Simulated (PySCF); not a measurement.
# SMILES C=CC(=O)OCCCF, C6H9FO2

Molfile (atoms numbered from 1):
```
C6H9FO2
     RDKit          3D

 18 17  0  0  0  0  0  0  0  0999 V2000
    3.5971    1.0650    0.1319 C   0  0  0  0  0  0  0  0  0  0  0  0
    2.6070    0.4094    0.7194 C   0  0  0  0  0  0  0  0  0  0  0  0
    1.2157    0.5309    0.2357 C   0  0  0  0  0  0  0  0  0  0  0  0
    0.8600    1.1753   -0.7201 O   0  0  0  0  0  0  0  0  0  0  0  0
    0.3791   -0.1724    1.0149 O   0  0  0  0  0  0  0  0  0  0  0  0
   -1.0002   -0.1311    0.6698 C   0  0  0  0  0  0  0  0  0  0  0  0
   -1.3205   -1.0875   -0.4798 C   0  0  0  0  0  0  0  0  0  0  0  0
   -2.7993   -1.0463   -0.8282 C   0  0  0  0  0  0  0  0  0  0  0  0
   -3.5553   -1.4926    0.2304 F   0  0  0  0  0  0  0  0  0  0  0  0
    4.6171    0.9929    0.4685 H   0  0  0  0  0  0  0  0  0  0  0  0
    3.3967    1.7005   -0.7158 H   0  0  0  0  0  0  0  0  0  0  0  0
    2.7467   -0.2371    1.5722 H   0  0  0  0  0  0  0  0  0  0  0  0
   -1.5395   -0.4213    1.5732 H   0  0  0  0  0  0  0  0  0  0  0  0
   -1.2667    0.8932    0.3855 H   0  0  0  0  0  0  0  0  0  0  0  0
   -0.7475   -0.7986   -1.3618 H   0  0  0  0  0  0  0  0  0  0  0  0
   -1.0384   -2.1021   -0.1923 H   0  0  0  0  0  0  0  0  0  0  0  0
   -3.1324   -0.0256   -1.0418 H   0  0  0  0  0  0  0  0  0  0  0  0
   -3.0285   -1.7026   -1.6734 H   0  0  0  0  0  0  0  0  0  0  0  0
  1  2  2  0
  2  3  1  0
  3  4  2  0
  3  5  1  0
  5  6  1  0
  6  7  1  0
  7  8  1  0
  8  9  1  0
  1 10  1  0
  1 11  1  0
  2 12  1  0
  6 13  1  0
  6 14  1  0
  7 15  1  0
  7 16  1  0
  8 17  1  0
  8 18  1  0
M  END
```

Method used: GIAO KT3/pcSseg-0 magnetisability, non-relativistic, IEF-PCM acetone (PySCF). Geometry: GFN2-xTB.

**Question.** How diamagnetic is it, and how anisotropic?

**Answer.** Isotropic -1207 × 10⁻³⁰ J/T², or -72.7 × 10⁻⁶ cm³/mol; principal values -1399, -1165, -1057 × 10⁻³⁰ J/T², anisotropy 303 × 10⁻³⁰ J/T² (root of half the summed squared differences of the principal values). The susceptibility is in cgs units.

**Question.** Split it along the inertial axes a, b, c into diamagnetic and paramagnetic parts about the centre of mass, with the quadrupole moment.

**Answer.** 
```csv
axis,χ (10⁻⁶ cm³/mol),diamagnetic (10⁻⁶ cm³/mol),paramagnetic (10⁻⁶ cm³/mol),summed x² of all electrons (Å²),quadrupole Θ (D Å)
a,-70.3,-311.6,241.3,436.7,+4.93
b,-66.3,-1961.7,1895.4,47.8,-4.48
c,-81.5,-2055.7,1974.2,25.6,-0.46
```
Anisotropies 2χaa − χbb − χcc = +7.3 and 2χbb − χaa − χcc = +19.2 × 10⁻⁶ cm³/mol. Θ is traceless in Buckingham's convention.
